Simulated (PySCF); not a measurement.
PySCF input file for ScBr3, SMILES [Br][Sc]([Br])[Br], TDDFT-PBE/def2-SVPD. The structure is a stationary point at B3LYP-D3(BJ)/def2-SVP.

```python
import numpy as np
from pyscf import gto, scf, dft, tdscf

mol = gto.M(
    atom='''
    Sc    0.00000000    0.00000000    0.00000000
    Br   -2.42516751    0.00000000    0.00000000
    Br    1.21258375    2.10025667    0.00000000
    Br    1.21258375   -2.10025667    0.00000000
    ''',
    basis='def2-SVPD',
    charge=0,
    spin=0,
    symmetry=True,
    max_memory=1600,
    verbose=4,
)
mf = dft.RKS(mol, xc='pbe').density_fit(auxbasis='def2-universal-jkfit')
mf.grids.level = 3
mf.conv_tol = 1e-9
mf.max_cycle = 100
mf.kernel()
mf.grids = dft.Grids(mol).set(level=1).build(with_non0tab=True)  # coarser grid for the response kernel
td = tdscf.TDDFT(mf)
td.singlet = True
td.nstates = 10
td.conv_tol = 1e-4
td.positive_eig_threshold = 1e-6
td.kernel(x0=td.get_init_guess(mf, 15))
td.analyze()
tt = tdscf.TDA(mf)
tt.singlet = False
tt.nstates = 4
tt.conv_tol = 1e-4
tt.positive_eig_threshold = 1e-6
tt.kernel(x0=tt.get_init_guess(mf, 9))
tt.analyze(verbose=3)
```

Output:

```
PySCF version 2.14.0

[INPUT] verbose = 4
[INPUT] num. atoms = 4
[INPUT] num. electrons = 126
[INPUT] charge = 0
[INPUT] spin (= nelec alpha-beta = 2S) = 0
[INPUT] symmetry True subgroup None
[INPUT] Mole.unit = angstrom
[INPUT] Symbol           X                Y                Z      unit          X                Y                Z       unit  Magmom
[INPUT]  1 Sc     0.000000000000   0.000000000000   0.000000000000 AA    0.000000000000   0.000000000000   0.000000000000 Bohr   0.0
[INPUT]  2 Br    -2.425167510000   0.000000000000   0.000000000000 AA   -4.582902400093   0.000000000000   0.000000000000 Bohr   0.0
[INPUT]  3 Br     1.212583750000   2.100256670000   0.000000000000 AA    2.291451190598   3.968909897591   0.000000000000 Bohr   0.0
[INPUT]  4 Br     1.212583750000  -2.100256670000   0.000000000000 AA    2.291451190598  -3.968909897591   0.000000000000 Bohr   0.0

nuclear repulsion = 944.109620207656
point group symmetry = D3h, use subgroup C2v
symmetry origin: [-5.2492389e-09  0.0000000e+00  0.0000000e+00]
symmetry axis x: [ 0.  1. -0.]
symmetry axis y: [0. 0. 1.]
symmetry axis z: [ 1. -0.  0.]
num. orbitals of irrep A1 = 62
num. orbitals of irrep A2 = 20
num. orbitals of irrep B1 = 45
num. orbitals of irrep B2 = 30
number of shells = 57
number of NR pGTOs = 325
number of NR cGTOs = 157
basis = def2-SVPD
ecp = {}


[settings echo left out]
init E= -8478.0281267332
HOMO (B2) = -0.3505106315285  LUMO (B1) = -0.334316605290723  gap/eV = 0.44066
cycle= 1 E= -8468.48841452401  delta_E= 9.54  |g|= 7.15  |ddm|= 5.01
HOMO (A1) = 0.0490604397435606  LUMO (B1) = 0.0490628026073203  gap/eV = 0.00006

WARN: A1 HOMO 0.0490604397435606 > system LUMO 0.0490628026073203


WARN: B1 LUMO 0.0490628026073203 < system HOMO 0.0490604397435606

cycle= 2 E= -8435.77549999073  delta_E= 32.7  |g|= 5.74  |ddm|=   12
HOMO (A1) = -0.847303355872249  LUMO (B2) = -0.808373214747426  gap/eV = 1.05934
cycle= 3 E= -8441.41661873354  delta_E= -5.64  |g|= 7.38  |ddm|= 21.3
HOMO (B1) = -0.672449020768129  LUMO (A2) = -0.6668580060221  gap/eV = 0.15214
cycle= 4 E= -8457.62208419222  delta_E= -16.2  |g|= 7.55  |ddm|= 14.2
HOMO (A2) = -0.700300101729345  LUMO (A1) = -0.692374141338504  gap/eV = 0.21568
cycle= 5 E= -8457.25664691867  delta_E= 0.365  |g|= 7.38  |ddm|= 4.31
HOMO (A1) = -0.641644272153967  LUMO (B1) = -0.636749731964132  gap/eV = 0.13319
cycle= 6 E= -8460.85986937671  delta_E= -3.6  |g|= 7.77  |ddm|= 4.75
HOMO (A1) = -0.599515763494568  LUMO (B2) = -0.597746333297754  gap/eV = 0.04815
cycle= 7 E= -8459.91578830464  delta_E= 0.944  |g|= 7.67  |ddm|= 2.14
HOMO (B1) = -0.618213447226772  LUMO (A1) = -0.612214204247089  gap/eV = 0.16325
cycle= 8 E= -8467.02502345475  delta_E= -7.11  |g|= 7.77  |ddm|= 3.42
HOMO (A1) = -0.605708718768416  LUMO (B1) = -0.601906402678113  gap/eV = 0.10347
cycle= 9 E= -8465.0037552526  delta_E= 2.02  |g|=  7.8  |ddm|= 3.01
HOMO (A1) = -0.544479973632138  LUMO (B2) = -0.530490824938298  gap/eV = 0.38066
cycle= 10 E= -8459.41185761654  delta_E= 5.59  |g|= 7.52  |ddm|= 2.28
HOMO (B1) = -0.0156792694055321  LUMO (B2) = -0.0030805385374757  gap/eV = 0.34283
cycle= 11 E= -8430.00991705502  delta_E= 29.4  |g|=  6.6  |ddm|= 15.2
HOMO (A1) = -0.594692921037526  LUMO (B2) = -0.584913760537182  gap/eV = 0.26610
cycle= 12 E= -8453.14043993635  delta_E= -23.1  |g|= 7.94  |ddm|= 17.2
HOMO (A1) = -0.577309915583413  LUMO (B2) = -0.571745666572643  gap/eV = 0.15141
cycle= 13 E= -8455.80438104329  delta_E= -2.66  |g|= 7.54  |ddm|= 4.32
HOMO (A1) = -0.835894593409987  LUMO (B1) = -0.784925138748671  gap/eV = 1.38695
cycle= 14 E= -8450.24417275022  delta_E= 5.56  |g|= 7.18  |ddm|= 6.48
HOMO (B2) = -0.504532020676015  LUMO (A1) = -0.503442541995982  gap/eV = 0.02965
cycle= 15 E= -8457.24610733793  delta_E=   -7  |g|= 7.85  |ddm|= 7.72
HOMO (A1) = -0.511049329625484  LUMO (B2) = -0.505843565254407  gap/eV = 0.14166
cycle= 16 E= -8455.84252403796  delta_E=  1.4  |g|=  7.8  |ddm|=  5.2
HOMO (A1) = -0.532149876337065  LUMO (B2) = -0.501726863309537  gap/eV = 0.82785
cycle= 17 E= -8451.9360762475  delta_E= 3.91  |g|= 7.53  |ddm|= 4.38
HOMO (A1) = -0.564291954010933  LUMO (B2) = -0.557695859285356  gap/eV = 0.17949
cycle= 18 E= -8462.68324438496  delta_E= -10.7  |g|= 8.03  |ddm|= 6.84
HOMO (A1) = -0.54585775615671  LUMO (B2) = -0.541641353211103  gap/eV = 0.11473
cycle= 19 E= -8459.03348446102  delta_E= 3.65  |g|= 7.93  |ddm|= 1.24
HOMO (A1) = 0.0517496537687521  LUMO (B1) = 0.0535813751910128  gap/eV = 0.04984
cycle= 20 E= -8431.99580039929  delta_E=   27  |g|= 6.05  |ddm|=   17
HOMO (A1) = -0.600523671678814  LUMO (B2) = -0.597482968650399  gap/eV = 0.08274
cycle= 21 E= -8453.3749269859  delta_E= -21.4  |g|= 7.61  |ddm|= 17.8
HOMO (A1) = -0.600292352603831  LUMO (B2) = -0.582737234839656  gap/eV = 0.47770
cycle= 22 E= -8452.76275245538  delta_E= 0.612  |g|= 7.55  |ddm|= 1.78
HOMO (B1) = -0.948568070106767  LUMO (A1) = -0.862982582122759  gap/eV = 2.32890
[...]
HOMO (A1) = -0.520366810682803  LUMO (B2) = -0.515279617855064  gap/eV = 0.13843
cycle= 31 E= -8456.50596138992  delta_E= -0.0233  |g|= 7.79  |ddm|= 0.329
HOMO (A2) = -0.789386799116123  LUMO (A1) = -0.736439465870924  gap/eV = 1.44077
cycle= 32 E= -8454.45826297487  delta_E= 2.05  |g|= 7.75  |ddm|= 8.97
HOMO (B2) = -0.59862953266832  LUMO (A1) = -0.587349824034334  gap/eV = 0.30694
cycle= 33 E= -8454.1087900765  delta_E= 0.349  |g|=  7.3  |ddm|= 5.76
HOMO (B2) = -0.631361162892184  LUMO (A1) = -0.61934595219188  gap/eV = 0.32695
cycle= 34 E= -8457.3466046194  delta_E= -3.24  |g|= 7.68  |ddm|= 2.17
HOMO (B2) = -0.635298923624164  LUMO (A1) = -0.624079423645149  gap/eV = 0.30530
cycle= 35 E= -8457.10126910742  delta_E= 0.245  |g|= 7.71  |ddm|= 0.56
HOMO (B2) = -0.624005234512628  LUMO (A1) = -0.610870240767919  gap/eV = 0.35742
cycle= 36 E= -8458.46634898507  delta_E= -1.37  |g|=  7.7  |ddm|= 1.32
HOMO (B2) = -0.580361099921535  LUMO (A1) = -0.566079464463395  gap/eV = 0.38862
cycle= 37 E= -8456.98584921093  delta_E= 1.48  |g|= 7.53  |ddm|= 1.32
HOMO (B2) = 0.0162242023217933  LUMO (A2) = 0.0195227410901619  gap/eV = 0.08976
cycle= 38 E= -8425.50243893856  delta_E= 31.5  |g|= 6.77  |ddm|= 16.2
HOMO (B2) = -0.504895896194597  LUMO (A1) = -0.495015962719301  gap/eV = 0.26885
cycle= 39 E= -8466.78080100791  delta_E= -41.3  |g|=  6.4  |ddm|= 16.1
HOMO (B1) = -0.453947801306797  LUMO (B2) = -0.433138225411528  gap/eV = 0.56626
cycle= 40 E= -8477.22077742889  delta_E= -10.4  |g|= 4.13  |ddm|=  4.4
HOMO (B1) = -0.271527581041896  LUMO (A1) = -0.215270911464124  gap/eV = 1.53082
cycle= 41 E= -8480.32867152893  delta_E= -3.11  |g|= 1.41  |ddm|= 4.42
HOMO (B1) = -0.180170927060057  LUMO (A1) = -0.118300898571673  gap/eV = 1.68357
cycle= 42 E= -8480.61351535972  delta_E= -0.285  |g|= 1.25  |ddm|= 3.67
HOMO (B1) = -0.264640563238646  LUMO (A1) = -0.191189281683786  gap/eV = 1.99871
cycle= 43 E= -8480.9328719267  delta_E= -0.319  |g|= 0.508  |ddm|= 1.42
HOMO (B1) = -0.285271253420573  LUMO (A1) = -0.163191742636749  gap/eV = 3.32195
cycle= 44 E= -8481.01557045728  delta_E= -0.0827  |g|= 0.136  |ddm|= 0.639
HOMO (B1) = -0.265933958613579  LUMO (A1) = -0.160010288967837  gap/eV = 2.88233
cycle= 45 E= -8481.0189020247  delta_E= -0.00333  |g|= 0.0865  |ddm|= 0.278
HOMO (B1) = -0.270621348328731  LUMO (A1) = -0.158230831712552  gap/eV = 3.05830
cycle= 46 E= -8481.02099795158  delta_E= -0.0021  |g|= 0.0111  |ddm|= 0.111
HOMO (B1) = -0.271692767785066  LUMO (A1) = -0.160863548098176  gap/eV = 3.01582
cycle= 47 E= -8481.02102999593  delta_E= -3.2e-05  |g|= 0.00709  |ddm|= 0.024
HOMO (B1) = -0.271664603987306  LUMO (A1) = -0.160256627637539  gap/eV = 3.03157
cycle= 48 E= -8481.02104905844  delta_E= -1.91e-05  |g|= 0.00104  |ddm|= 0.00774
HOMO (B1) = -0.271613220650582  LUMO (A1) = -0.160131482698628  gap/eV = 3.03357
cycle= 49 E= -8481.02104946177  delta_E= -4.03e-07  |g|= 9.41e-05  |ddm|= 0.00126
HOMO (B1) = -0.271622697750864  LUMO (A1) = -0.160135046148947  gap/eV = 3.03373
cycle= 50 E= -8481.02104946429  delta_E= -2.53e-09  |g|= 2.38e-05  |ddm|= 0.000135
HOMO (B1) = -0.271623179380506  LUMO (A1) = -0.160134765189768  gap/eV = 3.03375
cycle= 51 E= -8481.02104946444  delta_E= -1.49e-10  |g|= 1.32e-05  |ddm|= 3.51e-05
HOMO (B1) = -0.271622485786413  LUMO (A1) = -0.160139219577645  gap/eV = 3.03361
Extra cycle  E= -8481.02104946383  delta_E= 6.15e-10  |g|= 4.19e-05  |ddm|= 6.39e-05
converged SCF energy = -8481.02104946383
tot grids = 29440
Overwritten attributes  positive_eig_threshold  of <class 'pyscf.tdscf.rks.CasidaTDDFT'>


******** <class 'pyscf.tdscf.rks.CasidaTDDFT'> for <class 'pyscf.df.df_jk.DFSymAdaptedRKS'> ********
nstates = 10 singlet
deg_eia_thresh = 1.000e-03
wfnsym = None
conv_tol = 0.0001
eigh lindep = 1e-12
eigh level_shift = 0
eigh max_cycle = 100


Excitation energies (eV)
[3.03178777 3.50039588 3.50043265 3.5465919  3.54976043 3.54979268
 3.58244993 3.58286447 3.98499266 3.98510852]

** Singlet excitation energies and oscillator strengths **
Excited State   1:   B1      3.03179 eV    408.95 nm  f=0.0000
      63 -> 64        0.70710
Excited State   2:   B2      3.50040 eV    354.20 nm  f=0.0000
      63 -> 65       -0.70299
Excited State   3:   A2      3.50043 eV    354.20 nm  f=0.0000
      63 -> 66       -0.70296
Excited State   4:   B2      3.54659 eV    349.59 nm  f=0.0172
      62 -> 64       -0.70325
Excited State   5:   B1      3.54976 eV    349.27 nm  f=0.0020
      60 -> 64       -0.70581
Excited State   6:   A1      3.54979 eV    349.27 nm  f=0.0020
      61 -> 64        0.70581
Excited State   7:   A2      3.58245 eV    346.09 nm  f=0.0000
      59 -> 64       -0.70204
Excited State   8:   B2      3.58286 eV    346.05 nm  f=0.0000
      58 -> 64        0.70207
Excited State   9:   B1      3.98499 eV    311.13 nm  f=0.0002
      57 -> 64        0.12235
      58 -> 65        0.29905
      59 -> 66       -0.29916
      62 -> 65        0.55001
Excited State  10:   A1      3.98511 eV    311.12 nm  f=0.0002
      56 -> 64        0.12213
      58 -> 66       -0.29872
      59 -> 65       -0.29893
      62 -> 66        0.55037

** Transition electric dipole moments (AU) **
state          X           Y           Z        Dip. S.      Osc.
  1         0.0000     -0.0000     -0.0000      0.0000      0.0000
  2        -0.0000     -0.0000     -0.0004      0.0000      0.0000
  3         0.0000     -0.0000     -0.0000      0.0000      0.0000
  4         0.0000     -0.0000     -0.4443      0.1974      0.0172
  5         0.0000     -0.1504     -0.0000      0.0226      0.0020
  6         0.1504      0.0000      0.0000      0.0226      0.0020
  7        -0.0000      0.0000      0.0000      0.0000      0.0000
  8        -0.0000     -0.0000      0.0017      0.0000      0.0000
  9        -0.0000     -0.0397      0.0000      0.0016      0.0002
 10        -0.0399      0.0000     -0.0000      0.0016      0.0002

** Transition velocity dipole moments (imaginary part, AU) **
state          X           Y           Z        Dip. S.      Osc.
  1         0.0000     -0.0000     -0.0000      0.0000      0.0000
  2        -0.0000     -0.0000     -0.0000      0.0000      0.0000
  3         0.0000     -0.0000     -0.0000      0.0000      0.0000
  4        -0.0000      0.0000     -0.0559      0.0031      0.0160
  5         0.0000     -0.0179     -0.0000      0.0003      0.0016
  6         0.0179      0.0000     -0.0000      0.0003      0.0016
  7         0.0000     -0.0000      0.0000      0.0000      0.0000
  8         0.0000      0.0000      0.0002      0.0000      0.0000
  9        -0.0000     -0.0044      0.0000      0.0000      0.0001
 10        -0.0045      0.0000      0.0000      0.0000      0.0001

** Transition magnetic dipole moments (imaginary part, AU) **
state          X           Y           Z
  1        -0.0000      0.0000      0.2696
  2        -0.0000      0.3563     -0.0000
  3         0.3556     -0.0000      0.0000
  4         0.0000     -0.0046      0.0000
  5        -0.0000     -0.0000     -0.0001
  6         0.0000      0.0000      0.0000
  7         1.1718      0.0000      0.0000
  8        -0.0000     -1.1715      0.0000
  9         0.0000      0.0000     -0.0002
 10        -0.0000      0.0000      0.0000
Overwritten attributes  positive_eig_threshold  of <class 'pyscf.tdscf.rks.TDA'>


******** <class 'pyscf.tdscf.rks.TDA'> for <class 'pyscf.df.df_jk.DFSymAdaptedRKS'> ********
nstates = 4 triplet
deg_eia_thresh = 1.000e-03
wfnsym = None
conv_tol = 0.0001
eigh lindep = 1e-12
eigh level_shift = 0
eigh max_cycle = 100


Excitation energies (eV)
[3.0259773  3.44088852 3.44096895 3.45400241]

** Triplet excitation energies and oscillator strengths **
Excited State   1:   B1      3.02598 eV    409.73 nm  f=0.0000
Excited State   2:   B2      3.44089 eV    360.33 nm  f=0.0000
Excited State   3:   A2      3.44097 eV    360.32 nm  f=0.0000
Excited State   4:   B2      3.45400 eV    358.96 nm  f=0.0000
```

Self-consistency was reached.
